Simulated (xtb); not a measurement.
Cl$_{3}$Ti, charge +1, singlet, geometry from GFN2-xTB (such geometries of metal compounds can be far from the true shape) (the multiplicity is a formal guess). Base run: xtb with GFN0-xTB.

Geometry (Å):
```xyz
4

Ti     0.1091     0.5630     0.3604
Cl     1.8019    -0.3807    -0.5000
Cl    -0.7871    -1.0740     1.3671
Cl    -1.1561     0.7262    -1.3334
```
Charge +1, spin multiplicity 1.
All else is at xtb's defaults.
Base energy -12.91344 Eh.

Each row names what was changed in the base input (with any setting that the change needs).

| change | ΔE vs base (kcal/mol) | HOMO-LUMO gap (eV) |
|---|---|---|
| base | 0.000 | 4.54 |
| acc = 30 | 0.000 | 4.54 |
| acc = 0.0001 | 0.000 | 4.54 |
| acc = 0.1 | 0.000 | 4.54 |
| etemp = 5000 | [?] | 4.54 |
| file = coord | 0.000 | 4.54 |

Question: Fill in the missing entries.

Answer: 
- etemp = 5000, ΔE vs base (kcal/mol): -0.67
